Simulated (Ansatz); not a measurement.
The cation of ClGaH₂S (`[SH][GaH][Cl]`) at the neutral geometry.

```yaml
crystal:
  periodic: [false, false, false]
  atoms:
    - {symbol: S, position_ang: [-1.582244, -0.404850, -0.274952]}
    - {symbol: Ga, position_ang: [0.535532, -0.033673, 0.117337]}
    - {symbol: Cl, position_ang: [1.645812, -1.796461, 0.601374]}
    - {symbol: H, position_ang: [-1.845914, 0.891358, -0.514702]}
    - {symbol: H, position_ang: [1.246814, 1.343626, 0.070944]}
basis:
  gaussian: {orbitals: def2-TZVPP}
total_charge: 1
magnetization: {spin_polarized: true, initial_magnetization: 1}
hamiltonian: {xc: {name: wB97X-V}}
```

```sh
$ ansatz run in.yaml --threads 2 --pin off --events-out ev --progress --plain --max-ram 32768MiB --backend cpu
```

Output, abridged:

```
Functional definition: wB97X-V
1122 factors; their error is unknown
209 factors; integrals over basis functions are off by at most 2.7e-5 eV
mean field evaluation 1: about -75748.6253 eV, gradient 2.7e1 eV
mean field evaluation 2: about -75749.0443 eV, gradient 3.1e1 eV
mean field evaluation 4: about -75752.2711 eV, gradient 1.4e0 eV
mean field evaluation 8: about -75752.3135 eV, gradient 2.1e-1 eV
mean field evaluation 16: about -75752.4650 eV, gradient 6.6e-2 eV
mean field -75753.18097037 eV, -2783.8780533108 hartree, gradient 2.3e-5 eV, S^2 0.754554; 2 other end points of the search recorded, 0 dependent functions left out
reference -75753.18096873 eV, -2783.8780532505 hartree; 33, 32 occupied and 127, 128 virtual orbitals, 1122 factors
Total energy: -75753.18096873 eV, -2783.8780532505 hartree
```

It took 41 s on 2 threads of a server CPU on a shared host, with 0.98 GiB of host memory at the peak.
